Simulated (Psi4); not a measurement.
pyrrole (C4H5N), singlet, at a GFN2-xTB geometry; MP2/pcseg-1 in Psi4 1.11.

Here is a job for Psi4.
```
memory 2 GB

molecule {
0 1
  H     0.02331855   -0.00569419    2.12133513
  N     0.01225989   -0.00299376    1.11530690
  C    -0.00104268    1.10746771    0.33287593
  C     0.00829435   -1.10923850    0.32682311
  C    -0.01369937    0.70723215   -0.97433836
  C    -0.00776355   -0.70199109   -0.97818631
  H    -0.00054049    2.09153871    0.75876769
  H     0.01709616   -2.09558146    0.74733455
  H    -0.02586159    1.34596924   -1.83515419
  H    -0.01456440   -1.33609757   -1.84247771
}

set basis pcseg-1
set freeze_core true

energy('mp2')
print_variables()
```

What the program printed (banner, timings and long lists left out):

```
    SCF Algorithm Type (re)set to DF.

   => Loading Basis Set <=

    Name: PCSEG-1
    Role: ORBITAL
    Keyword: BASIS

         ---------------------------------------------------------
                                   SCF
               by Justin Turney, Rob Parrish, Andy Simmonett
                          and Daniel G. A. Smith
                              RHF Reference
         ---------------------------------------------------------

  ==> Geometry <==

    Molecular point group: c1
    Full point group: C1

    Geometry (in Angstrom), charge = 0, multiplicity = 1:

       Center              X                  Y                   Z               Mass
    ------------   -----------------  -----------------  -----------------  -----------------
         H            0.023309823268    -0.005692059721     2.120541149564     1.007825032230
         N            0.012251163268    -0.002991629721     1.114512919564    14.003074004430
         C           -0.001051406732     1.107469840279     0.332081949564    12.000000000000
         C            0.008285623268    -1.109236369721     0.326029129564    12.000000000000
         C           -0.013708096732     0.707234280279    -0.975132340436    12.000000000000
         C           -0.007772276732    -0.701988959721    -0.978980290436    12.000000000000
         H           -0.000549216732     2.091540840279     0.757973709564     1.007825032230
         H            0.017087433268    -2.095579329721     0.746540569564     1.007825032230
         H           -0.025870316732     1.345971370279    -1.835948170436     1.007825032230
         H           -0.014573126732    -1.336095439721    -1.843271690436     1.007825032230

  Running in c1 symmetry.

  Rotational constants: A =      0.31300  B =      0.30426  C =      0.15428 [cm^-1]
  Rotational constants: A =   9383.37085  B =   9121.59630  C =   4625.31601 [MHz]
  Nuclear repulsion =  162.312062668689379

  Charge       = 0
  Multiplicity = 1
  Electrons    = 36
  Nalpha       = 18
  Nbeta        = 18

  ==> Algorithm <==

  SCF Algorithm Type is DF.
  DIIS enabled.
  MOM disabled.
  Fractional occupation disabled.
  Guess Type is SAD.
  Energy threshold   = 1.00e-08
  Density threshold  = 1.00e-08
  Integral threshold = 1.00e-12

  ==> Primary Basis <==

  Basis Set: PCSEG-1
    Blend: PCSEG-1
    Number of shells: 45
    Number of basis functions: 95
    Number of Cartesian functions: 100
    Spherical Harmonics?: true
    Max angular momentum: 2

   => Loading Basis Set <=

    Name: (PCSEG-1 AUX)
    Role: JKFIT
    Keyword: DF_BASIS_SCF

  ==> Integral Setup <==

  SCF_SUBTYPE=INCORE selected. In-core MEM_DF algorithm will be used.
  Using in-core AOs.

  ==> MemDFJK: Density-Fitted J/K Matrices <==

    J tasked:                   Yes
    K tasked:                   Yes
    wK tasked:                   No
    Algorithm:                 Core
    Schwarz Cutoff:           1E-12
    Mask sparsity (%):       1.4848
    Fitting Condition:        1E-10

   => Auxiliary Basis Set <=

  Basis Set: (PCSEG-1 AUX)
    Blend: DEF2-UNIVERSAL-JKFIT
    Number of shells: 155
    Number of basis functions: 467
    Number of Cartesian functions: 549
    Spherical Harmonics?: true
    Max angular momentum: 4

  Minimum eigenvalue in the overlap matrix is 1.0276375404E-03.
  Reciprocal condition number of the overlap matrix is 1.6628346558E-04.
    Using symmetric orthogonalization.

  ==> Pre-Iterations <==

  SCF Guess: Superposition of Atomic Densities via on-the-fly atomic UHF (no occupation information).

   -------------------------
    Irrep   Nso     Nmo
   -------------------------
     A         95      95
   -------------------------
    Total      95      95
   -------------------------

  ==> Iterations <==

                           Total Energy        Delta E     RMS |[F,P]|

   @DF-RHF iter SAD:  -208.61517558906559   -2.08615e+02   0.00000e+00
[...]
  Energy and wave function converged.

  ==> Post-Iterations <==

    Orbital Energies [Eh]
    ---------------------

    Doubly Occupied:

[...]
    Virtual:

[...]
    Final Occupation by Irrep:
              A
    DOCC [    18 ]
    NA   [    18 ]
    NB   [    18 ]

  @DF-RHF Final Energy:  -208.75472387600121

   => Energetics <=

    Nuclear Repulsion Energy =            162.3120626686893786
    One-Electron Energy =                -602.8709298278974984
    Two-Electron Energy =                 231.8041432832069404
    Total Energy =                       -208.7547238760012078

Computation Completed

Properties will be evaluated at   0.000000,   0.000000,   0.000000 [a0]

Properties computed using the SCF density matrix

 Multipole Moments:

 ------------------------------------------------------------------------------------
     Multipole            Electronic (a.u.)      Nuclear  (a.u.)        Total (a.u.)
 ------------------------------------------------------------------------------------

 L = 1.  Multiply by 2.5417464519 to convert [e a0] to [Debye]
 Dipole X            :          0.0090639           -0.0005938            0.0084701
 Dipole Y            :         -0.0022133            0.0001450           -0.0020683
 Dipole Z            :          0.8245596           -0.0540146            0.7705450
 Magnitude           :                                                    0.7705943

 ------------------------------------------------------------------------------------

  //>>>>>>>>>>>>>>>>>>>>>>>>>>>>>>>>>>>//
  //               DFMP2               //
  //<<<<<<<<<<<<<<<<<<<<<<<<<<<<<<<<<<<//

   => Loading Basis Set <=

    Name: (PCSEG-1 AUX)
    Role: RIFIT
    Keyword: DF_BASIS_MP2

	 --------------------------------------------------------
	                          DF-MP2
	      2nd-Order Density-Fitted Moller-Plesset Theory

	        Rob Parrish, Justin Turney, Andy Simmonett,
	           Ed Hohenstein, and C. David Sherrill
	 --------------------------------------------------------

   => Auxiliary Basis Set <=

  Basis Set: (PCSEG-1 AUX)
    Blend: DEF2-SVP-RI
    Number of shells: 110
    Number of basis functions: 310
    Number of Cartesian functions: 350
    Spherical Harmonics?: true
    Max angular momentum: 3

	 --------------------------------------------------------
	                 NBF =    95, NAUX =   310
	 --------------------------------------------------------
	   CLASS    FOCC     OCC    AOCC    AVIR     VIR    FVIR
	   PAIRS       5      18      13      77      77       0
	 --------------------------------------------------------

	-----------------------------------------------------------
	 ==================> DF-MP2 Energies <====================
	-----------------------------------------------------------
	 Reference Energy          =    -208.7547238760012078 [Eh]
	 Singles Energy            =      -0.0000000000000000 [Eh]
	 Same-Spin Energy          =      -0.1823204847765185 [Eh]
	 Opposite-Spin Energy      =      -0.5143869692377274 [Eh]
	 Correlation Energy        =      -0.6967074540142459 [Eh]
	 Total Energy              =    -209.4514313300154527 [Eh]
	-----------------------------------------------------------
	 ================> DF-SCS-MP2 Energies <==================
	-----------------------------------------------------------
	 SCS Same-Spin Scale       =       0.3333333333333333 [-]
	 SCS Opposite-Spin Scale   =       1.2000000000000000 [-]
	 SCS Same-Spin Energy      =      -0.0607734949255062 [Eh]
	 SCS Opposite-Spin Energy  =      -0.6172643630852729 [Eh]
	 SCS Correlation Energy    =      -0.6780378580107791 [Eh]
	 SCS Total Energy          =    -209.4327617340119900 [Eh]
	-----------------------------------------------------------

  Variable Map:
  ----------------------------------------------------------------------------
[...]
  Array Variable Map:
  ----------------------------------------------------------------------------
[...]
[...]
```
